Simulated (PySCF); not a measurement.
## Ni (nickel, neutral) across methods

[Ar] 3d8 4s1 4p1, one real determinant (an excited configuration). Calculation: PySCF 2.14, in x2c-QZVPPall with one added diffuse shell each of s, p, d, f, g type (12s8p7d5f3g, 133 functions); the spin-free X2C one-electron Hamiltonian (Gaussian nucleus).

```
method  E (hartree)  mean ε 3d β (eV)  mean ε 4s α (eV)  mean ε 4p α (eV)  Σ⟨r²⟩ (bohr²)   ⟨S²⟩
  PW91    -1520.623            -9.681            -7.443            -2.600          42.61  6.000
PBEsol    -1518.913            -9.495            -7.402            -2.543          42.42  6.000
  PBE0    -1520.246           -12.006            -8.259            -3.287          42.25  6.001
r2SCAN    -1520.463            -9.862            -7.626            -2.734          41.55  6.002
   UHF  -1519.05909           -18.703           -10.462            -5.202          42.75  6.002
   LDA    -1517.700            -9.695            -7.570            -2.588          42.41  6.000
 B3LYP    -1520.525           -11.709            -8.082            -3.054          42.59  6.000
   PBE    -1520.237            -9.589            -7.373            -2.567          42.74  6.000
```

⟨L²⟩ = 14.02 against 20 for a pure G term, so this real determinant mixes terms.
